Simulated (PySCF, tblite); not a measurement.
**Question.** Give a GFN2-xTB geometry of InChI=1S/C9H6ClP/c10-9-6-5-7-3-1-2-4-8(7)11-9/h1-6H.

**Answer.** 
```xyz
17
C9H6ClP angstrom
Cl    -4.0617   -1.4137   -1.2470
C     -2.5206   -0.7977   -0.7326
C     -2.5090    0.4427   -0.0913
C     -1.3624    1.0355    0.3592
C     -0.0758    0.4670    0.2289
C      1.0502    1.1584    0.7265
C      2.3104    0.6391    0.6205
C      2.5085   -0.6053    0.0082
C      1.4378   -1.2999   -0.4851
C      0.1271   -0.7903   -0.3910
P     -1.1617   -1.8002   -1.0754
H     -3.4556    0.9460    0.0485
H     -1.4327    1.9981    0.8465
H      0.8936    2.1182    1.1981
H      3.1583    1.1847    1.0074
H      3.5066   -1.0095   -0.0713
H      1.5799   -2.2611   -0.9599
```

Any rigid rotation of these coordinates is as good. Atoms count from 1 in this order. The 6-membered ring C2–C3–C4–C5–C10–P11 has internal angles of 99.5° to 127.0° (sum 720°, against 720° for a flat polygon); it is planar, 0.00 Å rms from its mean plane, widest ring torsion 0°. The C–C distances run from 1.367 Å (C6–C7, aromatic) to 1.416 Å (C5–C10, aromatic), a spread of 0.049 Å. The 2 C–P bonds span 1.723 Å (C2–P11, aromatic) to 1.775 Å (C10–P11, aromatic), a spread of 0.052 Å. Of the pairs four or more bonds apart, H13···H14 is among the closest relative to their van der Waals radii: 2.36 Å, 98 % of the sum of Bondi's values.

Bonds between heavy atoms (Å): Cl1–C2 1.738, C2–C3 1.396, C3–C4 1.367, C4–C5 1.413, C5–C6 1.412, C6–C7 1.367, C7–C8 1.401, C8–C9 1.368, C9–C10 1.409, C10–P11 1.775, C2–P11 1.723, C5–C10 1.416.

The geometry is computed with GFN2-xTB (gas phase).

Point group: Cs (every atom within 0.08 Å of its image). Its GFN2-xTB frequencies are all real (lowest 71 cm⁻¹).
